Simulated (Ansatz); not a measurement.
`[CH3][Al]([OH])[O][SiH3]` and `[OH][Al]([O][SiH3])[O][SiH3]` differ in one atom or group.

Ansatz, PBE0-D4/def2-TZVP geometries, multiplicity 1. Each molecule was computed in one conformer, which needn't be the lowest.

```
                                      property  `[CH3][Al]([OH])[O][SiH3]`
size of the dipole moment (PBE/def2-TZVPP) / D                        0.08
            LUMO energy (PBE0/def2-TZVPP) / eV                       -0.32
       HOMO–LUMO gap (ωB97M-V/def2-TZVPP) / eV                       11.89
             HOMO energy (PBE/def2-TZVPP) / eV                       -6.98
         HOMO energy (ωB97M-V/def2-TZVPP) / eV                      -10.70
            HOMO energy (PBE0/def2-TZVPP) / eV                       -8.40
```

(1) Give the same properties after the change, and the shifts. (Best estimate.)

## Answers

(1) Ansatz gave: 
| property | `[OH][Al]([O][SiH3])[O][SiH3]` | shift |
| --- | --- | --- |
| size of the dipole moment (PBE/def2-TZVPP) / D | 1.21 | 1.13 |
| LUMO energy (PBE0/def2-TZVPP) / eV | -0.84 | -0.52 |
| HOMO–LUMO gap (ωB97M-V/def2-TZVPP) / eV | 11.73 | -0.16 |
| HOMO energy (PBE/def2-TZVPP) / eV | -7.23 | -0.25 |
| HOMO energy (ωB97M-V/def2-TZVPP) / eV | -11.00 | -0.30 |
| HOMO energy (PBE0/def2-TZVPP) / eV | -8.68 | -0.28 |

With PBE0 the HOMO falls by 0.28 eV and the LUMO falls by 0.52 eV, so the gap narrows by about 0.24 eV. PBE moves the HOMO by -0.25 eV and ωB97M-V by -0.30 eV. Dipoles are sizes alone; their direction can turn.
